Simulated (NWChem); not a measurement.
System: CH3BiF2O; SMILES C[O][Bi]([F])[F]

Excerpt of the output:

```
             Northwest Computational Chemistry Package (NWChem) 7.3.0
             --------------------------------------------------------

 CS  symmetry detected

                             Geometry "geometry" -> ""
                             -------------------------

 Output coordinates in angstroms (scale by  1.889725989 to convert to a.u.)

  No.       Tag          Charge          X              Y              Z
 ---- ---------------- ---------- -------------- -------------- --------------
    1 Bi                  83.0000     0.22333492     0.38977792     0.00000000
    2 F                    9.0000    -1.16146153     0.26782847    -1.47818669
    3 F                    9.0000    -1.16146153     0.26782847     1.47818669
    4 O                    8.0000     0.71313949    -1.60886834     0.00000000
    5 C                    6.0000    -0.28260752    -2.60423680     0.00000000
    6 H                    1.0000     0.21814127    -3.58615162     0.00000000
    7 H                    1.0000    -0.92905143    -2.54498027    -0.89345459
    8 H                    1.0000    -0.92905143    -2.54498027     0.89345459

 Effective nuclear repulsion energy (a.u.)     783.4334761372

      Symmetry information
      --------------------

 Group name             Cs
 Group number              2
 Group order               2
 No. of unique centers     6

                                 NWChem DFT Module
                                 -----------------

 Summary of "ao basis" -> "ao basis" (spherical)
 ------------------------------------------------------------------------------
       Tag                 Description            Shells   Functions and Types
 ---------------- ------------------------------  ------  ---------------------
 Bi                        def2-svpd                12       32   5s4p3d
 F                         def2-svpd                 9       23   4s3p2d
 O                         def2-svpd                 9       23   4s3p2d
 C                         def2-svpd                 8       20   4s2p2d
 H                         def2-svpd                 4        8   2s2p

      Symmetry analysis of basis
      --------------------------

        a'         89
        a"         56

            General Information
            -------------------
          SCF calculation type: DFT
          Wavefunction type:  closed shell.
          No. of atoms     :     8
          No. of electrons :    58
           Alpha electrons :    29
            Beta electrons :    29
          Charge           :     0
          Spin multiplicity:     1
          Use of symmetry is: off; symmetry adaption is: on
          Maximum number of iterations: 150
          AO basis - number of functions:   145
                     number of shells:    59
          Convergence on energy requested:  1.00D-06
          Convergence on density requested:  1.00D-05
          Convergence on gradient requested:  5.00D-04

              XC Information
              --------------
                         B3LYP Method XC Potential
                     Hartree-Fock (Exact) Exchange  0.200
                        Slater Exchange Functional  0.800 local
                    Becke 1988 Exchange Functional  0.720 non-local
              Lee-Yang-Parr Correlation Functional  0.810
                  VWN I RPA Correlation Functional  0.190 local

             Grid Information
             ----------------
          Grid used for XC integration:  medium
          Radial quadrature: Mura-Knowles
          Angular quadrature: Lebedev.
          Tag              B.-S. Rad. Rad. Pts. Rad. Cut. Ang. Pts.
          ---              ---------- --------- --------- ---------
          Bi                  1.60      123          11.0       590
          F                   0.50       49          12.0       434
          O                   0.60       49          11.0       434
          C                   0.70       49          12.0       434
          H                   0.35       45          13.0       434
          Grid pruning is: on
          Number of quadrature shells:   454
          Spatial weights used:  Erf1

      Superposition of Atomic Density Guess
      -------------------------------------

 Sum of atomic energies:        -557.83014758

      Non-variational initial energy
      ------------------------------

 Total energy =    -526.692003
 1-e energy   =   -1380.385410
 2-e energy   =     565.444455
 HOMO         =      -0.364890
 LUMO         =      -0.015051

[...]

                                NWChem TDDFT Module
                                -------------------

            General Information
            -------------------
           No. of orbitals :     290
            Alpha orbitals :     145
             Beta orbitals :     145
        Alpha frozen cores :       0
         Beta frozen cores :       0
     Alpha frozen virtuals :       0
      Beta frozen virtuals :       0
         Spin multiplicity :       1
    Number of AO functions :     145
        Use of symmetry is : off
      Symmetry adaption is : on
         Schwarz screening :  0.10D-07

              XC Information
              --------------
                  B3LYP Method XC Potential
              Hartree-Fock (Exact) Exchange   0.20
                 Slater Exchange Functional   0.80 local
             Becke 1988 Exchange Functional   0.72 non-local
       Lee-Yang-Parr Correlation Functional   0.81
           VWN I RPA Correlation Functional   0.19 local

             TDDFT Information
             -----------------
          Calculation type : Tamm-Dancoff TDDFT
         Wavefunction type : Restricted singlets
          No. of electrons :      58
           Alpha electrons :      29
            Beta electrons :      29
              No. of roots :       6
          Max subspacesize :    5200
            Max iterations :     100
               Target root :       1
           Target symmetry : none
      Symmetry restriction : off
                 Algorithm : Optimal
        Davidson threshold :  0.10D-03

    6 smallest eigenvalue differences (eV)
--------------------------------------------------------
  No. Spin  Occ  Vir  Irrep   E(Occ)    E(Vir)   E(Diff)
--------------------------------------------------------
    1    1   29   30 a'       -0.294    -0.074     5.986
    2    1   29   31 a"       -0.294    -0.070     6.085
    3    1   28   30 a"       -0.308    -0.074     6.385
    4    1   28   31 a'       -0.308    -0.070     6.485
    5    1   29   32 a"       -0.294    -0.047     6.715
    6    1   28   32 a'       -0.308    -0.047     7.114
--------------------------------------------------------

  Entering Davidson iterations
  Restricted singlet excited states

  Iter   NTrls   NConv    DeltaV     DeltaE      Time
  ----  ------  ------  ---------  ---------  ---------
    1      6       0     0.22E+00   0.10+100       32.5
    2     12       0     0.10E+00   0.33E-01       34.9
    3     18       0     0.32E-01   0.15E-01       41.7
    4     24       0     0.72E-02   0.14E-02       49.4
    5     30       3     0.25E-02   0.11E-03       52.2
    6     33       5     0.76E-03   0.10E-04       43.7
    7     34       5     0.25E-03   0.99E-06       34.9
    8     35       6     0.87E-04   0.12E-06       27.0
  ----  ------  ------  ---------  ---------  ---------
  Convergence criterion met

  Ground state a'       -529.363867571912 a.u.

  ----------------------------------------------------------------------------
  Root   1 singlet a"             0.185939032 a.u.                5.0597 eV
  ----------------------------------------------------------------------------
     Transition Moments    X -0.00000   Y -0.00000   Z -0.07038
     Dipole Oscillator Strength                    0.0006140785
     Electric Quadrupole                           0.0000000160
     Magnetic Dipole                               0.0000000534
     Total Oscillator Strength                     0.0006141479

     Occ.   29  a"  ---  Virt.   31  a'       0.99456
     Occ.   29  a"  ---  Virt.   32  a'      -0.06879
  ----------------------------------------------------------------------------
  Root   2 singlet a'             0.189718210 a.u.                5.1625 eV
  ----------------------------------------------------------------------------
     Transition Moments    X -0.08159   Y -0.20481   Z -0.00000
     Dipole Oscillator Strength                    0.0061471572
     Electric Quadrupole                           0.0000000782
     Magnetic Dipole                               0.0000001117
     Total Oscillator Strength                     0.0061473470

     Occ.   28  a'  ---  Virt.   31  a'       0.09901
     Occ.   28  a'  ---  Virt.   32  a'      -0.31121
     Occ.   29  a"  ---  Virt.   30  a"       0.93969
  ----------------------------------------------------------------------------
  Root   3 singlet a"             0.197147552 a.u.                5.3647 eV
  ----------------------------------------------------------------------------
     Transition Moments    X  0.00000   Y  0.00000   Z  0.27753
     Dipole Oscillator Strength                    0.0101232771
     Electric Quadrupole                           0.0000000189
     Magnetic Dipole                               0.0000005346
     Total Oscillator Strength                     0.0101238306

     Occ.   28  a'  ---  Virt.   30  a"      -0.99378
  ----------------------------------------------------------------------------
  Root   4 singlet a"             0.203969005 a.u.                5.5503 eV
  ----------------------------------------------------------------------------
     Transition Moments    X  0.00000   Y -0.00000   Z -0.04404
     Dipole Oscillator Strength                    0.0002637647
     Electric Quadrupole                           0.0000000016
     Magnetic Dipole                               0.0000000699
     Total Oscillator Strength                     0.0002638362

[...]
```

Level: B3LYP/def2-SVPD with def2 effective core potentials on Bi, TDA. Geometry: optimised at PBE0/def2-SVP. Not confirmed as a minimum by frequencies. def2 effective core potentials on Bi; no spin-orbit coupling.

Write an input that gives this output.

Several could match; the one computed here: the input that was run:
```
start job
memory heap 200 mb stack 900 mb global 1100 mb
geometry units angstroms noautoz
  Bi     0.000445     0.436976     0.163439
  F     -1.480366     0.203289    -1.204098
  F      1.476002     0.203689    -1.209834
  O      0.001875    -1.515538     0.813195
  C     -0.000325    -2.588138    -0.098833
  H      0.001269    -3.526363     0.479646
  H     -0.895449    -2.581452    -0.745650
  H      0.891455    -2.581206    -0.750249
end
basis spherical
  * library def2-svpd
end
ecp
  Bi library def2-ecp
end
dft
  xc b3lyp
  iterations 150
end
tddft
  cis
  nroots 6
  notriplet
end
task tddft energy
```
